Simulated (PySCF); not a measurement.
All values below come from PBE-D3(BJ)/def2-TZVP // r2SCAN-D4/def2-TZVP run with PySCF. Isolated molecules, 0 K electronic values unless said otherwise. One relaxed conformer stands for a flexible species; it need not be the lowest. Delta-SCF ions had no search for a lower state. Excitations are Tamm–Dancoff values on a coarser integration grid. The basis has no diffuse functions, so Rydberg states are missing or too high.

Reference species (SMILES): `CC(N)=S` (neutral, multiplicity 1).

```yaml
T1 excitation (TDA): 2.87 eV
vertical ionisation energy (Delta-SCF): 8.25 eV
```

Changed species: `S/C(C)=N\[H]` (N–C–S–H torsion 180°).

### Question
Give the shifts of the T1 excitation (TDA) and vertical ionisation energy (Delta-SCF).

### Answer
the T1 excitation (TDA) goes up by 1.58 eV, to 4.45 eV; the vertical ionisation energy (Delta-SCF) increases by 1.23 eV, to 9.48 eV.
